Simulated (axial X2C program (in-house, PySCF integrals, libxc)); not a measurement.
**CrC: the levels of the configuration d4 s0 p(π)0**

Calculated with an axial X2C code built on PySCF integrals: two-component X2C with atomic mean-field Coulomb and Gaunt terms, basis Cr dyall-v3z, C dyall-v3z (cores contracted in-house). Orbitals come from Hartree–Fock averaged over the configuration Cr d4 s0 p(π)0; CI then distributes these electrons over the d, s, p(π) shells of Cr.

R = 2.281 Å (near the minimum of the configuration average).

Active spinors (ω > 0):

```
shell    ω  ε (eV)           character
    d  3/2   -2.32           100% Cr d
    d  1/2   -2.29   95% Cr d, 3% Cr s
    d  3/2   -2.25            99% Cr d
    d  5/2   -2.22           100% Cr d
    d  1/2   -2.09            97% Cr d
    s  1/2    2.37  75% Cr s, 19% Cr p
 p(π)  3/2    0.43   84% Cr p, 15% C p
 p(π)  1/2    0.93    93% Cr p, 5% C p
```

Lowest levels of this model:

| Ω | energy (cm⁻¹) | g∥ | μ (D) | configuration |
| --- | --- | --- | --- | --- |
| 3 | 0 | 9.98 | -3.21 | 100% d4 |
| 2 | 242 | 6.43 | -3.17 | 100% d4 |
| 1 | 362 | 3.46 | -3.10 | 100% d4 |
| 0 | 383 | 0.00 | -3.09 | 100% d4 |
| 2 | 619 | 7.52 | -3.15 | 100% d4 |
| 1 | 787 | 2.53 | -3.21 | 100% d4 |
| 0 | 1014 | 0.00 | -3.21 | 100% d4 |
| 0 | 1159 | 0.00 | -3.23 | 100% d4 |
| 1 | 1507 | 5.86 | -3.22 | 100% d4 |
| 0 | 1526 | 0.00 | -3.24 | 100% d4 |
| 0 | 1541 | 0.00 | -3.24 | 100% d4 |
| 1 | 1633 | 0.14 | -3.24 | 100% d4 |
| 2 | 1755 | 4.04 | -3.24 | 100% d4 |
| 3 | 1896 | 8.00 | -3.24 | 100% d4 |
| 4 | 2055 | 11.97 | -3.24 | 100% d4 |
| 6 | 18561 | 13.99 | -3.21 | 100% d4 |
| 0 | 18723 | 0.00 | -3.24 | 100% d4 |
| 0 | 18937 | 0.00 | -3.25 | 100% d4 |
| 2 | 19004 | 2.02 | -3.17 | 100% d4 |
| 5 | 19038 | 10.53 | -3.17 | 100% d4 |
| 3 | 19222 | 4.86 | -3.13 | 100% d4 |
| 4 | 19246 | 7.82 | -3.13 | 100% d4 |
| 0 | 19405 | 0.00 | -3.27 | 100% d4 |
| 3 | 19607 | 5.18 | -3.18 | 100% d4 |
| 5 | 19745 | 11.47 | -3.18 | 100% d4 |
| 4 | 19883 | 9.54 | -3.17 | 100% d4 |
| 4 | 20158 | 6.67 | -3.22 | 100% d4 |
| 5 | 24459 | 11.98 | -3.19 | 100% d4 |

g∥ is the magnitude of 2⟨Lz + ge Sz⟩ for the +Ω component. μ is positive if the C end is positive.

(1) From Ω and g∥ of the lowest level, whose 2⟨Lz + ge Sz⟩ is positive, find ⟨Sz⟩ and ⟨Lz⟩ (ge = 2.0023).

Occupations of the active spinors in the lowest level by ω, shell by shell in order of energy: -5/2: 0.00; -3/2: 0.74 0.26 0.00; -1/2: 0.00 0.00 0.00 0.00; 1/2: 0.91 0.10 0.00 0.00; 3/2: 0.31 0.69 0.00; 5/2: 1.00. The leading determinant has weight 0.46 among 144.

This point took 2.4 s on 1 thread of Intel(R) Xeon(R) Processor @ 2.50GHz (Skylake/Cascade Lake), on a shared host.

There is no dynamic correlation: spin–orbit spacings and, for f shells, spacings inside one term are the most reliable numbers, splittings between terms come out too wide, and energies between configurations are not reliable, so the lowest level need not be the ground state of the molecule. For d shells the ligand-field splittings (σ, π, δ) and their order can be off by a thousand cm⁻¹ or more. At most 4 roots were kept for each Ω > 0 (twice that for Ω = 0) within 3.2 eV of the lowest, so higher up levels can be missing between those listed; levels with Ω > 0 are doubly degenerate and listed once, Ω = 0 levels singly. States that fill the shells left empty in the average are placed too high.

Results:

(1) Ω = ⟨Lz⟩ + ⟨Sz⟩ = 3 and ⟨Lz⟩ + ge⟨Sz⟩ = 4.990, so ⟨Sz⟩ = 1.99 and ⟨Lz⟩ = 1.01.
